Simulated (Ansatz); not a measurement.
Calculated with Ansatz (gas phase, PBE0-D4/def2-TZVP geometries, no zero-point term in ΔE). CBS: MP2 limit from def2 TZ/QZ plus the TZ coupled-cluster correction, frozen cores. This one scheme is used for every species. One conformer a species, not always the lowest.

Reaction (ligand exchange at the Si–N bond): `F[SiH2]N[SiH](F)F` + `CO[SiH2]S` → `CO[SiH2]S[SiH](F)F` + `N[SiH2]F`

`F[SiH2]N[SiH](F)F`:

Z-matrix (Å, degrees):
```
Si
N 1 1.716
F 1 1.597 2 111.7
H 1 1.478 2 109.4 3 -117.5
H 1 1.477 2 108.1 3 117.9
Si 2 1.699 1 128.3 3 -96.3
H 2 1.013 1 115.6 3 80.9
F 6 1.585 2 110.8 1 123.8
F 6 1.586 2 110.9 1 -120.3
H 6 1.468 2 110.4 1 1.4
```

`CO[SiH2]S`:

Z-matrix (Å, degrees):
```
C
O 1 1.410
H 1 1.091 2 108.1
H 1 1.096 2 111.7 3 119.3
H 1 1.095 2 111.3 3 -119.1
Si 2 1.639 1 122.6 3 -170.3
S 6 2.120 2 109.8 1 171.1
H 6 1.488 2 108.6 1 49.0
H 6 1.485 2 111.9 1 -72.6
H 7 1.344 6 94.3 2 -69.2
```

`CO[SiH2]S[SiH](F)F`:

Cartesian coordinates in Å:
```
C 0.556 1.088 -1.525
O -0.501 0.583 -0.734
Si -0.976 -0.982 -0.671
S -1.326 -1.455 1.386
Si 0.158 -0.169 2.153
F 1.534 -0.356 1.380
F 0.404 -0.616 3.654
H 1.347 0.344 -1.663
H 0.979 1.955 -1.015
H 0.184 1.401 -2.504
H -2.265 -1.215 -1.365
H 0.090 -1.838 -1.250
H -0.182 1.259 2.154
```

`N[SiH2]F`:

```xyz
7

N    -1.040   -0.047    0.120
Si    0.629    0.141   -0.111
F     1.504   -1.156    0.246
H    -1.615   -0.549   -0.536
H    -1.458   -0.011    1.034
H     1.106    1.211    0.793
H     0.873    0.410   -1.545
```

```tsv
species	CCSD(T)/CBS(def2) energy (Eh)
`F[SiH2]N[SiH](F)F`	-934.91965
`CO[SiH2]S`	-803.74459
`CO[SiH2]S[SiH](F)F`	-1292.58415
`N[SiH2]F`	-446.07709
```

Work out ΔE.

ΔE = (-1292.58415) + (-446.07709) − (-934.91965) − (-803.74459) = 0.00300 Eh = +7.9 kJ/mol.

Largest T1 diagnostic among the species: 0.012.

The D4 term adds −8.3 kJ/mol with B3LYP and −4.6 kJ/mol with PBE0; it sums over pairs of atoms, weighted by their polarisabilities, and B3LYP, whose exchange is more repulsive, gets the larger term. In def2-TZVPP, CCSD(T) changes the Hartree–Fock value by −12.0 kJ/mol (the triples alone add −3.0 kJ/mol) and MP2 by −16.5 kJ/mol.

B3LYP here is the variant with VWN-RPA as its local correlation; programs differ in this.
